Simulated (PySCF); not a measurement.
Correlation energy of Mg (magnesium, neutral)

[Ne] 3s1 3p1, high-spin 3P determinant (an excited configuration). Computed with PySCF 2.14 in aug-cc-pCVTZ (8s7p5d3f, 75 functions), with no relativity, point nucleus. Frozen: [Ne]; 2 electrons correlated.

With two correlated electrons CCSD is exact within the correlated space (frozen core and kept virtual orbitals).

```json
{"level": "CCSD", "correlation energy (mhartree)": "-4.42"}
```

Diagnostics: T1 = 0.0067, D1 = 0.0115, largest double amplitude 0.035.

Cost of the coupled-cluster step: about 4 core-seconds, for 2 correlated electrons.
